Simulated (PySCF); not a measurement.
## Dipole moment and polarisability of `[SiH3]C[SiH]1OCCCO1`

C4H12O2Si2.
Atom-mapped SMILES: `[SiH3:1][CH2:2][SiH:3]1[O:4][CH2:5][CH2:6][CH2:7][O:8]1` (hydrogens: H9, H10, H11 on Si1; H12, H13 on C2; H14 on Si3; H15, H16 on C5; H17, H18 on C6; H19, H20 on C7)

Cartesian coordinates in Å at the PBE0-D3(BJ)/def2-SVP level; atoms count from 1:
```xyz
20
C4H12O2Si2 angstrom
Si     2.5938   -0.2063    0.4318
C      1.8873    1.2047   -0.5946
Si     0.0276    1.2672   -0.5414
O     -0.6158    0.0897   -1.5253
C     -1.3764   -0.9967   -1.0490
C     -2.1796   -0.6476    0.1949
C     -1.3008   -0.1762    1.3434
O     -0.5070    0.9374    1.0014
H      4.0130   -0.4961    0.0585
H      1.7997   -1.4557    0.2076
H      2.5452    0.1233    1.8871
H      2.3032    2.1614   -0.2356
H      2.1909    1.0910   -1.6496
H     -0.4759    2.6004   -0.9717
H     -0.7072   -1.8516   -0.8302
H     -2.0526   -1.3169   -1.8585
H     -2.7534   -1.5317    0.5179
H     -2.9124    0.1396   -0.0547
H     -1.9237    0.1026    2.2093
H     -0.6454   -1.0061    1.6722
```

Level: B3LYP/def2-SVPD (PySCF), static field, nuclei fixed, core orbitals frozen in the response. The polarisability tensor in these axes (au):

```
x   114.84   1.92   1.17
y     1.92 101.03  -4.41
z     1.17  -4.41  95.77
```

**Question.** What are the eigenvalues, a third of the trace, and Δα (Δα² = ½Σ(αi − αj)² over the three pairs)?

**Answer.** Principal values 93.09, 103.44 and 115.12 au; mean 103.88 au = 15.39 Å³ = 17.13 × 10⁻⁴⁰ C²·m²/J; Δα = 19.09 au (18 % of the mean).

**Question.** What is the dipole moment, and where does it point?

**Answer.** (-0.84, -0.82, 0.14) D, 1.18 D in size, pointing from the negative to the positive side. Measured along this direction, the outermost atoms are H12 at the negative end and H17 at the positive end.

**Question.** What would n − 1 = 2πNα be for an ideal gas of these molecules at 500 K and 1 atm, electronic part alone?

**Answer.** N = p/kT = 1.4678 × 10¹⁹ cm⁻³, so n − 1 = 2π × N × 15.39 × 10⁻²⁴ cm³ = 1420 × 10⁻⁶ at long wavelengths.

**Question.** Estimate the molar refractivity from the static electronic polarisability.

**Answer.** Lorentz–Lorenz: R = (4π/3)N_A α = 2.5225 cm³/(mol·Å³) × 15.39 Å³ = 38.8 cm³/mol, in the limit of long wavelengths.

**Question.** Directions of the eigenvectors, and the extent of the frame along each?

**Answer.** Largest value along (0.99, 0.12, 0.03), where the nuclei span 6.82 Å; middle along (-0.09, 0.86, -0.51), 4.42 Å; least along (-0.09, 0.50, 0.86), 4.20 Å. The response follows the extents in order.

**Question.** Orientational against electronic polarisability at 500 K (dilute gas, rigid molecules)?

**Answer.** In Gaussian units μ²/3kT = 6.77 Å³ against 15.39 Å³, a ratio of 0.44; the Debye molar polarisation (4π/3)N_A(α + μ²/3kT) is 55.9 cm³/mol, leaving out the vibrational part.

**Question.** Rayleigh depolarisation ratio (linearly polarised light, static tensor)?

**Answer.** ρ = 3Δα²/(45ᾱ² + 4Δα²) = 1093.2/(485617 + 1457.6) = 0.00224.

Isolated species at its PBE0-D3(BJ)/def2-SVP geometry (one conformer only).
